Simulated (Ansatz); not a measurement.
Basis-set series for `CC(C)[NH][Al]([Cl])[Cl]`. Total charge 0; spin multiplicity 1. Geometry: relaxed with PBE0-D4/def2-TZVP. It is one conformer, not always the lowest.

```xyz
15

C    -1.583    0.678   -0.071
C    -0.297   -0.024    0.338
C    -0.547   -1.489    0.664
N     0.727    0.118   -0.688
Al    2.291    0.889   -0.579
Cl    2.898    1.769    1.211
Cl    3.552    0.931   -2.238
H    -1.401    1.736   -0.271
H    -1.993    0.227   -0.980
H    -2.342    0.600    0.712
H     0.086    0.465    1.240
H     0.374   -1.977    0.988
H    -1.293   -1.596    1.456
H    -0.919   -2.019   -0.219
H     0.446   -0.306   -1.563
```

| functional | basis | functions | energy (Eh) | HOMO (eV) | LUMO (eV) |
| --- | --- | --- | --- | --- | --- |
| PBE0-D4 | def2-TZVPP | 362 | -1336.39540 | -7.27 | -0.53 |
| PBE0-D4 | def2-QZVPP | 678 | -1336.44002 | -7.30 | -0.71 |
| ωB97M-V | def2-TZVPP | 362 | -1336.86626 | -9.59 | 1.12 |
| ωB97M-V | def2-QZVPP | 678 | -1336.90903 | -9.63 | 0.72 |

Question: Give the rows for def2-SVP. (Best estimate.)

Answer: Computed: 
```json
{"functional": "PBE0-D4", "basis": "def2-SVP", "functions": "150", "energy (Eh)": "-1335.80073", "HOMO (eV)": "-7.17", "LUMO (eV)": "-0.31"}
{"functional": "ωB97M-V", "basis": "def2-SVP", "functions": "150", "energy (Eh)": "-1336.26554", "HOMO (eV)": "-9.46", "LUMO (eV)": "1.38"}
```

Positive LUMOs are unbound and depend on the basis.
